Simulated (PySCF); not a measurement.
**Ionisation energy of Sr³⁷⁺ by level of theory**

Sr³⁷⁺ 1s1 (2S) → Sr³⁸⁺ (bare nucleus), as a difference of total energies. All numbers are calculated (PySCF 2.14, scalar relativity by spin-free X2C-1e, in an even-tempered Gaussian basis (17 s from 56 bohr⁻², ratio 2.2; 7 p from 85 bohr⁻², ratio 2.4; 4 d from 260 bohr⁻², ratio 2.4; 3 f from 380 bohr⁻², ratio 2.4; 3 g from 580 bohr⁻², ratio 2.4)). The calculations carry no spin-orbit coupling.

```json
{"method": "UHF", "ionisation energy (eV)": "20039.1"}
{"method": "LDA", "ionisation energy (eV)": "19993.8"}
{"method": "PBE", "ionisation energy (eV)": "20034.3"}
{"method": "PBE0", "ionisation energy (eV)": "20035.5"}
{"method": "r2SCAN", "ionisation energy (eV)": "20040.1"}
{"method": "M06-L", "ionisation energy (eV)": "20043.6"}
{"method": "TPSS", "ionisation energy (eV)": "20040.0"}
```

For one electron Hartree-Fock is exact for this Hamiltonian up to the basis; QED and nuclear recoil make up the gap, and the density functionals add self-interaction.

For comparison: 20025.3 eV (theoretical estimate listed by NIST; NIST Atomic Spectra Database, ionization energies).
